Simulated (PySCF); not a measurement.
CH$_{3}$BrMg (SMILES [CH3][Mg][Br]), singlet, at a GFN2-xTB geometry (such geometries of metal compounds can be far from the true shape). Base run: DF-CAMB3LYP/def2-SV(P) (PySCF).

Here is a job for PySCF.
```python
from pyscf import gto, scf, dft

mol = gto.M(
    atom='''
Mg   -0.025566   -0.377196    1.181885
Br    0.472144    0.367787   -1.017122
C    -1.692125   -0.897765    2.319775
H    -2.180997   -1.744601    1.840569
H    -2.383673   -0.056496    2.303027
H    -1.500807   -1.158520    3.354421
''',
    basis='def2-sv(p)',
    charge=0,
    spin=0,
    verbose=4,
    max_memory=1800,
)

mf = dft.RKS(mol)
mf.xc = 'camb3lyp'
mf = mf.density_fit(auxbasis='def2-universal-jkfit')
mf.kernel()
```

The job was repeated with other settings on one machine. Differences are taken from the largest basis of the def2 family in the series, which isn't the basis-set limit (def2-QZVPP: -8.738 eV). The cheapest run took about 5 core-seconds (a rough figure).

| setting | basis functions | cost, times the cheapest (rough) | difference in HOMO energy (eV) |
|---|---|---|---|
| def2-SV(P) | 70 | 1 | 0.060 |
| def2-SVP | 79 | 1 | 0.057 |
| def2-TZVP | 129 | 2 | -0.002 |
| def2-TZVPP | 153 | 2 | -0.002 |
| def2-QZVP | 273 | 6 | 0.000 |
| def2-QZVPP | 299 | 7 | reference |

Times come from a shared machine, hold the start-up and are rough.
